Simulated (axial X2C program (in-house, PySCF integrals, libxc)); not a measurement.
# Potential curves of GaCl⁻, 2c

All values were computed with an axial X2C code built on PySCF integrals. Two-component (2c) means X2C with spin–orbit coupling and atomic mean-field two-electron Coulomb and Gaunt terms. Basis: Ga dyall-acv3z [10s10p8d5f1g], Cl dyall-av3z [9s8p3d2f] (cores contracted in-house); Gaussian nuclei, density fitting, unrestricted open shells. Masses: Ga 68.926 u, Cl 34.969 u.

State: Ω = 1/2 (⟨Sz⟩ = -0.50, ⟨Lz⟩ = 1.00 at HF). Energies in eV from the fragments at the same level (Ga + Cl-). Fits are polynomials in 1 − R0/R over 0.85 to 1.23 times the lowest point R0.

```csv
R (Å),CCSD(T)
2.1622,-1.1653
2.2334,-1.2863
2.3047,-1.3529
2.3760,-1.3797
2.4592,-1.3751
2.5423,-1.3437
2.6492,-1.2786
```

Correlated methods: 11 electrons correlated (number of frozen shells: Ga 3 s, 2 p, 1 d; Cl 2 s, 1 p), 289 virtual spin orbitals or spinors in MP2, 90 natural virtuals in coupled cluster.

The state is a single determinant with fixed occupations, the lowest that a limited PBE0 search found. De is counted from the lowest determinant-based energies of the atoms at the same level, without counterpoise correction. CCSD and (T) use frozen natural virtuals with an MP2 correction for the truncation; (T) itself is uncorrected, so its De runs slightly low. The highest occupied level is positive at some bond lengths even in Hartree–Fock (under at least one Hamiltonian), so the basis set holds the extra electron there; where that holds at Re the anion is at best weakly bound and its constants depend on the basis. With the outer-core shells frozen, correlated bond lengths of heavy atoms tend to come out a few hundredths of an ångström too long. Coupled cluster ran on the points near the minimum only. MP2 and coupled cluster on one determinant become unreliable at the stretched end.

(1) What are Re, ωe and De at the CCSD(T) level?

## Answers

(1) At CCSD(T), 2c: Re = 2.405 Å, ωe ≈ 241 cm⁻¹, De = 1.38 eV to Ga + Cl-; Be follows as 0.126 cm⁻¹.
